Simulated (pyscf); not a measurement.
# F–GeH₂–F, singlet

Gas-phase minimum from PySCF at ωB97X-D3(BJ)/def2-SVP, one conformer. 

SMILES: [F][GeH2][F]
```xyz
5

F      1.7483    -0.7185    -0.8693
Ge     0.2019    -0.1240    -0.3693
F      0.1730     1.5342    -0.8637
H     -0.8682    -0.8714    -1.1589
H      0.1514    -0.1642     1.1547
```

Bonded distances (Å): F1–Ge2 1.731, Ge2–F3 1.731, Ge2–H4 1.525, Ge2–H5 1.525. Angles (°): F1–Ge2–F3 105.2, F1–Ge2–H4 108.0, F1–Ge2–H5 108.0, F3–Ge2–H4 108.1, F3–Ge2–H5 108.1, H4–Ge2–H5 118.7.

Properties at ωB97X-D3(BJ)/def2-SVP:

```yaml
harmonic_wavenumbers_unscaled: 243, 607, 665, 736, 752, 850, 872, 2253, 2261 cm⁻¹
zero_point_energy: 13.2 kcal/mol
rotational_symmetry_number: 2
Entropy of this conformer at 298 K and 1 atm, rigid rotor and harmonic oscillator, modes under 100 cm⁻¹ raised to 100: 276.5 J/(mol K)
dipole_moment: 2.58 D
```

Single-point totals, which compare only within one level (frozen core for MP2 and CC):

```json
[
 {"level": "ωB97X-D3(BJ)/def2-TZVP", "total energy (hartree)": "-2278.01789"},
 {"level": "PBE/def2-TZVP", "total energy (hartree)": "-2277.54286"},
 {"level": "r²SCAN/def2-TZVP", "total energy (hartree)": "-2277.96142"},
 {"level": "B3LYP-D3(BJ)/def2-TZVP", "total energy (hartree)": "-2278.10463"},
 {"level": "PBE0-D3(BJ)/def2-TZVP", "total energy (hartree)": "-2277.59820"},
 {"level": "M06-2X/def2-TZVP", "total energy (hartree)": "-2277.99168"},
 {"level": "ωB97M-D3(BJ)/def2-TZVP", "total energy (hartree)": "-2278.10293"},
 {"level": "HF/def2-TZVPP", "total energy (hartree)": "-2275.57595"},
 {"level": "MP2/def2-TZVPP", "total energy (hartree)": "-2276.33355"},
 {"level": "CCSD/def2-TZVPP", "total energy (hartree)": "-2276.33825"},
 {"level": "CCSD(T)/def2-TZVPP", "total energy (hartree)": "-2276.36088"}
]
```

The CCSD(T) − MP2 part came from Ansatz, without density fitting, on the same reference. The frozen core leaves the outer d or s,p core shells of the metals and heavy elements correlated in the MP2 and CC values, and def2-TZVPP describes them poorly, so these totals are far from the basis limit. Elements up to Kr have no core potential and no relativistic terms here.
